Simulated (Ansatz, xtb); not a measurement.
**C4H5GeN: 3 structures ranked**

3 gas-phase structures of C4H5GeN, from a drawn sample of its isomers (lower ones may exist). Each was relaxed with GFN2-xTB:

A. `N#CCC#[C][GeH3]`, a singlet
B. `N#CC#C[CH2][GeH3]`, a singlet
C. `C#C[C@@H]([GeH3])C#N`, a singlet

Question: Make a reasoned guess at their ranking by r2SCAN-D4/def2-SVP single-point energy.

Answer: Calculated order at r2SCAN-D4/def2-SVP: B (0.0), A (6.0), C (13.2) kcal/mol.

Energies above the lowest of each column, in kcal/mol; the last columns are at PBE0-D3(BJ)/def2-SVP geometries:

```tsv
structure	GFN2-xTB	HF/STO-3G	r2SCAN-D4/def2-SVP	PBE0-D3(BJ)/def2-SVP	CCSD(T)/def2-SVP + ΔMP2/def2-TZVPP
B	0.0	5.0	0.0	0.0	1.0
A	0.5	0.0	6.0	4.1	0.0
C	6.5	15.5	13.2	10.6	6.9
```

CCSD(T)/def2-SVP + ΔMP2/def2-TZVPP has A and B within 1 kcal/mol of each other at the bottom, and every level picks one of them. CCSD(T)/def2-SVP + ΔMP2/def2-TZVPP orders those it was run on as A (0.0), B (1.0), C (6.9) kcal/mol. Less than 1 kcal/mol parts A and B, so the order within that pair means little. ΔMP2 is the change of the MP2 energy from the smaller to the larger basis.

Programs: Ansatz 0.2.0, xtb 6.7.1.
